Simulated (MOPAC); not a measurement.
Input file for MOPAC: AM1 on BrH3O (a complex), monomers drawn apart or pushed together.

```
AM1 1SCF PRECISE CHARGE=0 THREADS=1
BrH3O

O     -0.18190976 1     0.39201289 1     0.47091361 1
H      0.73983500 1     0.47377152 1     0.20090645 1
H     -0.50177974 1     1.29184150 1     0.60203524 1
Br    -0.58575500 1    -2.19597060 1     4.50970935 1
H     -0.50045520 1    -1.45910472 1     3.26621531 1
```

Program output:

```
*******************************************************************************
 **                                                                           **
 **                              MOPAC v23.2.5                                **
 **                                                                           **
 *******************************************************************************
 ** MOPAC's Digital Object Identifier: https://doi.org/10.5281/zenodo.6511958 **
 **                                                                           **
 ** Please cite the open-source release paper for use of this MOPAC version:  **
 ** J. E. Moussa and J. J. P. Stewart (2026)                                  **
 ** MOPAC: An open-source semiempirical molecular orbital program             **
 ** J. Open Source Softw., 11(119), 8025, https://doi.org/10.21105/joss.08025 **
 *******************************************************************************

                              AM1 CALCULATION RESULTS

 *******************************************************************************
 *  AM1        - The AM1 Hamiltonian to be used
 *
 *
 *
 *                 CHARGE ON SYSTEM = 0
 *
 *
 *
 *  PRECISE    - TIGHTER CRITERIA TO BE USED
 *  1SCF       - DO 1 SCF AND THEN STOP
 *  THREADS=1  - MULTI-THREADING NOT USED
 *  T=         - A TIME OF 172800.0 SECONDS REQUESTED
 *  DUMP=N     - RESTART FILE WRITTEN EVERY 7200.0 SECONDS REQUESTED
 *******************************************************************************
AM1 1SCF PRECISE CHARGE=0 THREADS=1
 BrH3O

   ATOM   CHEMICAL          X               Y               Z
  NUMBER   SYMBOL      (ANGSTROMS)     (ANGSTROMS)     (ANGSTROMS)

     1       O         -0.18190976  *   0.39201289  *   0.47091361  *
     2       H          0.73983500  *   0.47377152  *   0.20090645  *
     3       H         -0.50177974  *   1.29184150  *   0.60203524  *
     4      Br         -0.58575500  *  -2.19597060  *   4.50970935  *
     5       H         -0.50045520  *  -1.45910472  *   3.26621531  *



          CARTESIAN COORDINATES

    NO.       ATOM           X           Y           Z

     1         O         -0.1819      0.3920      0.4709
     2         H          0.7398      0.4738      0.2009
     3         H         -0.5018      1.2918      0.6020
     4        Br         -0.5858     -2.1960      4.5097
     5         H         -0.5005     -1.4591      3.2662

  H: (AM1): M.J.S. DEWAR ET AL, J. AM. CHEM. SOC. 107 3902-3909 (1985)
  O: (AM1): M.J.S. DEWAR ET AL, J. AM. CHEM. SOC. 107 3902-3909 (1985)
 Br: (AM1): M.J.S. DEWAR AND E. G. ZOEBISCH, THEOCHEM, 180, 1 (1988).

           Empirical Formula: H3 O Br  =     5 atoms



      MOLECULAR POINT GROUP   :   Cs


      RHF CALCULATION, NO. OF DOUBLY OCCUPIED LEVELS = 8


 -------------------------------------------------------------------------------
 AM1 1SCF PRECISE CHARGE=0 THREADS=1
 BrH3O



     1SCF WAS SPECIFIED, SO BFGS WAS NOT USED
     SCF FIELD WAS ACHIEVED


                              AM1 CALCULATION
                                                       MOPAC v23.2.5 Linux




          FINAL HEAT OF FORMATION =        -70.28049 KCAL/MOL =    -294.05359 KJ/MOL


          COSMO AREA              =        102.31 SQUARE ANGSTROMS
          COSMO VOLUME            =         72.85 CUBIC ANGSTROMS

          IONIZATION POTENTIAL    =         11.263694 EV
          HOMO LUMO ENERGIES (EV) =        -11.264  1.316
          NO. OF FILLED LEVELS    =          8
          MOLECULAR WEIGHT        =         98.9271         POINT GROUP:  Cs

          MOLECULAR DIMENSIONS (Angstroms)

            Atom       Atom       Distance
           Br     4    H     2     5.23932
            H     3    H     2     1.52320
            H     2    O     1     0.43133


          SCF CALCULATIONS        =          1





   ATOM   CHEMICAL          X               Y               Z
  NUMBER   SYMBOL      (ANGSTROMS)     (ANGSTROMS)     (ANGSTROMS)

     1       O         -0.18190976  *   0.39201289  *   0.47091361  *
     2       H          0.73983500  *   0.47377152  *   0.20090645  *
     3       H         -0.50177974  *   1.29184150  *   0.60203524  *
     4      Br         -0.58575500  *  -2.19597060  *   4.50970935  *
     5       H         -0.50045520  *  -1.45910472  *   3.26621531  *

                             CARTESIAN COORDINATES

   1    O       -0.181909760     0.392012890     0.470913610
   2    H        0.739835000     0.473771520     0.200906450
   3    H       -0.501779740     1.291841500     0.602035240
   4   Br       -0.585755000    -2.195970600     4.509709350
   5    H       -0.500455200    -1.459104720     3.266215310


           Empirical Formula: H3 O Br  =     5 atoms



      MOLECULAR POINT GROUP   :   Cs


                  EIGENVALUES
 -36.57710 -31.16688 -18.53292 -15.06210 -14.94732 -12.69878 -11.26397 -11.26369
   1.31579   4.08959   6.05710


              NET ATOMIC CHARGES AND DIPOLE CONTRIBUTIONS

  ATOM NO.   TYPE          CHARGE      No. of ELECS.   s-Pop       p-Pop
    1          O          -0.396320        6.3963     1.86024     4.53608
    2          H           0.198172        0.8018     0.80183
    3          H           0.198169        0.8018     0.80183
    4         Br          -0.105491        7.1055     1.96345     5.14205
    5          H           0.105469        0.8945     0.89453
 DIPOLE           X         Y         Z       TOTAL
 POINT-CHG.     0.616     1.308    -0.763     1.635
 HYBRID         0.440     1.033    -0.747     1.348
 SUM            1.056     2.341    -1.509     2.979


          ATOMIC ORBITAL ELECTRON POPULATIONS

     Atom    s        px        py        pz
    1  O   1.86024   1.29558   1.30531   1.93518
    2  H   0.80183
    3  H   0.80183
    4 Br   1.96345   1.99710   1.77860   1.36635
    5  H   0.89453

 **********************
 *                    *
 * JOB ENDED NORMALLY *
 *                    *
 **********************




 == MOPAC DONE ==
```

The run finished.

Cost: about 0.03 core-seconds (a rough figure).
